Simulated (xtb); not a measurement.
silylarsine (H5AsSi), singlet, from a rough starting geometry; GFN2-xTB run with xtb.

Here is a job for xtb.
```
$ xtb mol.xyz --gfn 2 --opt vtight --json

# file mol.xyz
7

Si    -0.85132908     0.06085957    -0.06498251
As     1.44433851    -0.16672975    -0.67504365
H     -1.65892576    -0.68769829    -0.98185997
H     -1.27043835     1.46983861    -0.24878330
H     -1.23503766    -0.28395916     1.32429793
H      1.64859289    -1.18959167     0.37608962
H      1.83512710     0.92185758     0.36303131
```

Write the output that xtb gives for this input, abridged.


```
   ID    Z sym.   atoms
    1   14 Si     1
    2   33 As     2
    3    1 H      3-7

           -------------------------------------------------
          |                Calculation Setup                |
           -------------------------------------------------

           -------------------------------------------------
          |                 G F N 2 - x T B                 |
           -------------------------------------------------

          ...................................................
          :                      SETUP                      :
          :.................................................:
          :  # basis functions                  25          :
          :  # atomic orbitals                  23          :
          :  # shells                           11          :
          :  # electrons                        14          :
          :  max. iterations                   250          :
          :  Hamiltonian                  GFN2-xTB          :
          :  restarted?                      false          :
          :  GBSA solvation                  false          :
          :  PC potential                    false          :
          :  electronic temp.          300.0000000     K    :
          :  accuracy                    1.0000000          :
          :  -> integral cutoff          0.2500000E+02      :
          :  -> integral neglect         0.1000000E-07      :
          :  -> SCF convergence          0.1000000E-05 Eh   :
          :  -> wf. convergence          0.1000000E-03 e    :
          :  Broyden damping             0.4000000          :
          :  net charge                          0          :
          :  unpaired electrons                  0          :
          ...................................................

 iter      E             dE          RMSdq      gap      omega  full diag
   1     -6.5629039 -0.656290E+01  0.121E+01    4.69       0.0  T
   2     -6.6551823 -0.922784E-01  0.572E+00    4.16       1.0  T
   3     -6.6767468 -0.215645E-01  0.259E+00    4.64       1.0  T
   4     -6.6775288 -0.782071E-03  0.880E-01    4.66       1.0  T
   5     -6.6775150  0.138575E-04  0.372E-01    4.64       1.0  T
   6     -6.6776790 -0.163992E-03  0.311E-01    4.64       1.0  T
   7     -6.6777042 -0.251945E-04  0.692E-02    4.63       1.0  T
   8     -6.6777065 -0.234067E-05  0.193E-02    4.64       2.0  T
   9     -6.6777067 -0.197319E-06  0.459E-03    4.64       8.2  T
[...]
 * total energy  :    -6.6396904 Eh     change       -0.1053284E-04 Eh
 * total energy  :    -6.6397017 Eh     change       -0.1122503E-04 Eh
 * total energy  :    -6.6397125 Eh     change       -0.1083145E-04 Eh
 * total energy  :    -6.6397217 Eh     change       -0.9150711E-05 Eh
 * total energy  :    -6.6397286 Eh     change       -0.6962174E-05 Eh
 * total energy  :    -6.6397337 Eh     change       -0.5091772E-05 Eh
 * total energy  :    -6.6397377 Eh     change       -0.3966186E-05 Eh
 * total energy  :    -6.6397405 Eh     change       -0.2849914E-05 Eh
 * total energy  :    -6.6397428 Eh     change       -0.2262256E-05 Eh
 * total energy  :    -6.6397429 Eh     change       -0.1014831E-06 Eh
 * total energy  :    -6.6397431 Eh     change       -0.1724430E-06 Eh
 * total energy  :    -6.6397431 Eh     change       -0.8123547E-07 Eh
   *** GEOMETRY OPTIMIZATION CONVERGED AFTER 24 ITERATIONS ***
         :: total energy              -6.639743144055 Eh    ::
[...]
             Fermi-level           -0.2818367 Eh           -7.6692 eV

     #   Z          covCN         q      C6AA      α(0)
     1  14 Si       3.677     0.423    99.221    19.085
     2  33 As       2.869    -0.005   214.420    26.837
     3   1 H        0.917    -0.112     5.987     3.827
     4   1 H        0.917    -0.111     5.978     3.824
     5   1 H        0.917    -0.095     5.384     3.629
     6   1 H        0.972    -0.050     4.088     3.160
     7   1 H        0.972    -0.050     4.091     3.161

 Mol. C6AA /au·bohr⁶  :       1277.565779
 Mol. C8AA /au·bohr⁸  :      63171.329719
 Mol. α(0) /au        :         63.522880

Wiberg/Mayer (AO) data.
largest (>0.10) Wiberg bond orders for each atom

 ---------------------------------------------------------------------------
     #   Z sym  total        # sym  WBO       # sym  WBO       # sym  WBO
 ---------------------------------------------------------------------------
     1  14 Si   3.644 --     2 As   0.997     5 H    0.874     3 H    0.872
                             4 H    0.872
     2  33 As   3.132 --     1 Si   0.997     6 H    0.979     7 H    0.979
     3   1 H    0.988 --     1 Si   0.872
     4   1 H    0.988 --     1 Si   0.872
     5   1 H    0.991 --     1 Si   0.874
     6   1 H    0.997 --     2 As   0.979
     7   1 H    0.997 --     2 As   0.979
 ---------------------------------------------------------------------------

Topologies differ in total number of bonds
Writing topology from bond orders to xtbtopo.mol

molecular dipole:
                 x           y           z       tot (Debye)
 q only:       -0.182       0.044      -0.099
   full:       -0.119      -0.008       0.147       0.481
molecular quadrupole (traceless):
                xx          xy          yy          xz          yz          zz
 q only:       -0.917       0.243       0.082      -0.582      -0.046       0.836
  q+dip:       -2.693       0.450       1.328       0.880      -0.128       1.365
   full:       -2.869       0.449       2.107       1.734      -0.016       0.762

optimized geometry written to: xtbopt.xyz

           -------------------------------------------------
          | TOTAL ENERGY               -6.639743144055 Eh   |
          | GRADIENT NORM               0.000127661958 Eh/α |
          | HOMO-LUMO GAP               4.861582200094 eV   |
           -------------------------------------------------

normal termination of xtb
```
